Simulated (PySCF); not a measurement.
Start geometry of `B[PH2+][BH2-]C#C` from GFN2-xTB (Å):
```
atom  x, y, z in Å
B1    -1.8525    0.6986    0.0714
P2    -0.8734   -0.7260   -0.4484
B3     0.7871   -0.8837    0.5824
C4     1.6441    0.3671    0.1432
C5     2.2584    1.3099   -0.2062
H6    -2.6765    0.6023    0.9066
H7    -1.6132    1.7773   -0.3649
H8    -1.6211   -1.8659   -0.4167
H9    -0.6082   -0.6703   -1.7822
H10    1.2766   -1.9174    0.2360
H11    0.4705   -0.8662    1.7478
H12    2.8479    2.1461   -0.4781
```

Q: What comes out of this run: PBE0-D3(BJ)/def2-SVP geometry optimisation, gas phase (PySCF)?

A: 
```
atom  x, y, z in Å
B1    -1.871    1.037    0.259
P2    -0.823   -0.458   -0.265
B3     0.855   -0.533    0.823
C4     1.645    0.739    0.399
C5     2.227    1.747    0.038
H6    -2.666    0.891    1.150
H7    -1.648    2.108   -0.235
H8    -1.621   -1.620   -0.147
H9    -0.582   -0.380   -1.656
H10    1.324   -1.602    0.465
H11    0.442   -0.550    1.971
H12    2.762    2.628   -0.266
```

The energy falls by 31.0 kJ/mol over 7 energy and gradient evaluations, the largest force component goes from 0.0777 to 4.1e-04 Eh/bohr, and the atoms move by 0.065 Å rms after alignment. The bond that changes most is B1–P2 (ends: three-coordinate boron; phosphorus bonded to 2 B and 2 H), which lengthens by 0.094 Å. Bonds longer at the end by more than 0.005 Å: 10 of 11; shorter: 1. Among the angles that change most is P2–B3–H10, from 105.3° to 101.3°. Rotational constants go from 7079, 2339, 1987 to 6575, 2318, 1947 MHz. The orientation of the end geometry is arbitrary; only internal coordinates are fixed.

The run used 109 basis functions and 47 SCF cycles in all. On Arm Neoverse V1, one thread, no GPU, on a shared host, this took 26 s of wall time and 0.45 GiB of memory at its peak.

No frequency check. One conformer, not necessarily the lowest.
